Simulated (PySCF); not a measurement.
## Xe: ionisation energy

Xe [Xe] (1S) → Xe⁺ [Kr] 4d10 5s2 5p5 (2P), as a difference of total energies. Calculation: PySCF 2.14, in aug-cc-pwCVTZ-PP with ECP28MDF (8s7p6d4f1g, 96 functions); a scalar-relativistic core potential. Correlated levels: valence: 4s2 4p6 4d10 frozen; valence and next inner shell: nothing frozen outside the core potential. The calculations carry no spin-orbit coupling.

| method | ionisation energy (eV) |
| --- | --- |
| UHF | 11.444 |
| LDA | 12.605 |
| PBE | 12.319 |
| PBE0 | 12.380 |
| r2SCAN | 12.415 |
| wB97X-V | 12.399 |
| PBEsol | 12.358 |
| revPBE | 12.249 |
| B97-3 | 12.322 |
| MP2 (valence) | 12.299 |
| SCS-MP2 (valence) | 12.230 |
| MP2 (valence and next inner shell) | 12.450 |
| SCS-MP2 (valence and next inner shell) | 12.336 |

Errors of the correlated levels include the incompleteness of this basis and the frozen core.

Which method comes closest to the reference value, and which is furthest?

The reference is 12.565 eV (measured; NIST levels, between the centres of gravity of the two terms). Closest: LDA (error 0.040 eV); furthest: UHF (error -1.121 eV).
